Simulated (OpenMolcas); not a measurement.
4d⁶ along the 42-electron sequence

```
Program             : OpenMolcas 26.06
Method              : MS-CASPT2, IPEA 0.25 Eh, imaginary shift 0.1 Eh
Basis               : ANO-RCC-VQZP
Scalar Hamiltonian  : DKH2, point nucleus
Spin-orbit coupling : RASSI with atomic mean-field integrals over the reference wave functions, term energies averaged over their components
```

Active space for each ion: 6 electrons in 5 orbitals (4d); closed shells correlated by CASPT2: 4s 4p.

Computed levels in cm-1 above ⁵D₄:

```csv
Level,Ru2+,Rh3+,Ag5+
⁵D₃,1171,1561,2560
⁵D₂,1862,2440,3820
⁵D₁,2310,3030,4760
⁵D₀,2530,3310,5190
³P₂(1),15340,17550,21590
³H₆,15590,17890,22370
³H₅,15850,18180,22690
³F₃(1),17380,20070,25210
³F₂(1),17900,20720,26130
weight of ⁵D in the lowest level (%),99,98,97
```

Mixed levels, with the weight of the term that names them: Ag5+ ³H₅ (73 %).

Measured, with the error of the calculation in %. Measured levels: Ru2+ from Moore, Atomic Energy Levels, vol. III, NSRDS-NBS 35 (1971 reprint of NBS Circular 467, 1958); Ag5+ from the list in Gamrath, thesis, University of Mons (2023).

| Level | Ru2+ | Ag5+ |
| --- | --- | --- |
| ⁵D₃ | 1159 (+1.1) | 2692 (-5.0) |
| ⁵D₂ | 1826 (+1.9) | 3953 (-3.3) |
| ⁵D₁ | 2266 (+2.1) | 4941 (-3.6) |
| ⁵D₀ | 2476 (+2.2) | 5380 (-3.5) |
| ³P₂(1) |  | 21042 (+2.6) |
| ³H₆ |  | 21512 (+4.0) |
| ³H₅ |  | 21812 (+4.0) |
| ³F₃(1) |  | 24441 (+3.1) |
| ³F₂(1) |  | 25306 (+3.2) |

The fine-structure level ⁵D₀ changes by a factor of 2.05 from Ru2+ to Ag5+. Its fourth root runs 7.09, 7.59, 8.49, with steps per unit of Z of 0.49, 0.45; equal steps would mean a (Z - σ)^4 law with constant σ.

³P₂(1) changes by a factor of 1.41 over the same range, with steps per unit of Z of +2210, +2020 cm-1.

CASPT2 breaks the degeneracy within a term, and the mean is taken; among the terms shown or strongly mixed into the levels shown the widest spread is 380 cm-1 (4d⁶ ³G, Ru2+). Levels of configurations with an s electron are missing; early in the row they begin among the upper levels of the d shell and mix with terms of their name (holds for Ru2+). Computed and measured levels are paired by configuration, term and J; levels that our copy of the source lacks, or whose pairing is in doubt (as where it misses far off the trend of its configuration), stay unpaired and out of the deviations. Only configurations of the active space appear.

A number in round brackets counts repeated terms of one configuration in the order of the reference energies.
